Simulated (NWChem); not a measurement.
All runs are NWChem calculations. System: CCl₂F, charge 0, spin multiplicity 2, displaced from the optimised geometry. The structure started from a generated list of species. Its SCF solution wasn't tested for a lower state.

Job file:

```
start mol
memory heap 200 mb stack 900 mb global 1100 mb
geometry units angstroms nocenter noautoz
  F     -1.649039    -0.065035     0.000000
  C     -0.352532     0.334611     0.000000
  Cl     0.498722    -0.041834    -1.511098
  Cl     0.498722    -0.041834     1.511098
  symmetry group Cs
end
basis spherical
  * library def2-svp
end
dft
  xc becke88 perdew86
  odft
  mult 2
  semidirect memsize 60000000 filesize 0
  iterations 100
  convergence nodiis damp 40
end
task dft gradient
```

The output up to the point where the run's verdict is printed (cleaned and shortened):

```
             Northwest Computational Chemistry Package (NWChem) 7.3.0
             --------------------------------------------------------

                                NWChem Input Module
                                -------------------

 Scaling coordinates for geometry "geometry" by  1.889725989
 (inverse scale =  0.529177249)

 Turning off AUTOSYM since
 SYMMETRY directive was detected!

                             Geometry "geometry" -> ""
                             -------------------------

 Output coordinates in angstroms (scale by  1.889725989 to convert to a.u.)

  No.       Tag          Charge          X              Y              Z
 ---- ---------------- ---------- -------------- -------------- --------------
    1 F                    9.0000    -1.64903900    -0.06503500     0.00000000
    2 C                    6.0000    -0.35253200     0.33461100     0.00000000
    3 Cl                  17.0000     0.49872200    -0.04183400    -1.51109800
    4 Cl                  17.0000     0.49872200    -0.04183400     1.51109800

 Effective nuclear repulsion energy (a.u.)     194.1511341893

            Nuclear Dipole moment (a.u.)
            ----------------------------
        X                 Y               Z
 ---------------- ---------------- ----------------
     0.0000094486    -0.0000094486     0.0000000000

      Symmetry information
      --------------------

 Group name             Cs
 Group number              2
 Group order               2
 No. of unique centers     3

      Symmetry unique atoms

     1    2    3


 Summary of "ao basis" -> "" (spherical)
 ------------------------------------------------------------------------------
       Tag                 Description            Shells   Functions and Types
 ---------------- ------------------------------  ------  ---------------------
 *                          def2-svp                  on all atoms

  perdew86 is a nonlocal functional; adding perdew81 local functional.

                                 NWChem DFT Module
                                 -----------------

 Summary of "ao basis" -> "ao basis" (spherical)
[...]
 d= 0,ls=0.5         73   -957.9237139249  4.94D+01  1.61D-01              14.7
                                                     1.45D-01
 d= 0,ls=0.5         74  -1007.2998929325 -4.94D+01  1.61D-01              14.9
                                                     1.45D-01
 d= 0,ls=0.5         75   -957.9237139249  4.94D+01  1.61D-01              15.1
                                                     1.45D-01
 d= 0,ls=0.5         76  -1007.2998929325 -4.94D+01  1.61D-01              15.2
                                                     1.45D-01
 d= 0,ls=0.5         77   -957.9237139249  4.94D+01  1.61D-01              15.4
                                                     1.45D-01
 d= 0,ls=0.5         78  -1007.2998929325 -4.94D+01  1.61D-01              15.6
                                                     1.45D-01
 d= 0,ls=0.5         79   -957.9237139249  4.94D+01  1.61D-01              15.8
                                                     1.45D-01
 d= 0,ls=0.5         80  -1007.2998929325 -4.94D+01  1.61D-01              16.0
                                                     1.45D-01
 d= 0,ls=0.5         81   -957.9237139249  4.94D+01  1.61D-01              16.1
                                                     1.45D-01
 d= 0,ls=0.5         82  -1007.2998929325 -4.94D+01  1.61D-01              16.3
                                                     1.45D-01
 d= 0,ls=0.5         83   -957.9237139249  4.94D+01  1.61D-01              16.5
                                                     1.45D-01
 d= 0,ls=0.5         84  -1007.2998929325 -4.94D+01  1.61D-01              16.7
                                                     1.45D-01
 d= 0,ls=0.5         85   -957.9237139249  4.94D+01  1.61D-01              16.9
                                                     1.45D-01
 d= 0,ls=0.5         86  -1007.2998929325 -4.94D+01  1.61D-01              17.1
                                                     1.45D-01
 d= 0,ls=0.5         87   -957.9237139249  4.94D+01  1.61D-01              17.2
                                                     1.45D-01
 d= 0,ls=0.5         88  -1007.2998929325 -4.94D+01  1.61D-01              17.4
                                                     1.45D-01
 d= 0,ls=0.5         89   -957.9237139249  4.94D+01  1.61D-01              17.6
                                                     1.45D-01
 d= 0,ls=0.5         90  -1007.2998929325 -4.94D+01  1.61D-01              17.8
                                                     1.45D-01
 d= 0,ls=0.5         91   -957.9237139249  4.94D+01  1.61D-01              18.0
                                                     1.45D-01
 d= 0,ls=0.5         92  -1007.2998929325 -4.94D+01  1.61D-01              18.1
                                                     1.45D-01
 d= 0,ls=0.5         93   -957.9237139249  4.94D+01  1.61D-01              18.3
                                                     1.45D-01
 d= 0,ls=0.5         94  -1007.2998929325 -4.94D+01  1.61D-01              18.5
                                                     1.45D-01
 d= 0,ls=0.5         95   -957.9237139249  4.94D+01  1.61D-01              18.7
                                                     1.45D-01
 d= 0,ls=0.5         96  -1007.2998929325 -4.94D+01  1.61D-01              18.9
                                                     1.45D-01
 d= 0,ls=0.5         97   -957.9237139249  4.94D+01  1.61D-01              19.1
                                                     1.45D-01
 d= 0,ls=0.5         98  -1007.2998929325 -4.94D+01  1.61D-01              19.2
                                                     1.45D-01
 d= 0,ls=0.5         99   -957.9237139249  4.94D+01  1.61D-01              19.4
                                                     1.45D-01
 d= 0,ls=0.5        100  -1007.2998929325 -4.94D+01  1.61D-01              19.6
                                                     1.45D-01
```

The run did not converge; its last values are not results. The next line reads: Calculation failed to converge. NWChem stopped with the message: dft gradient failed.
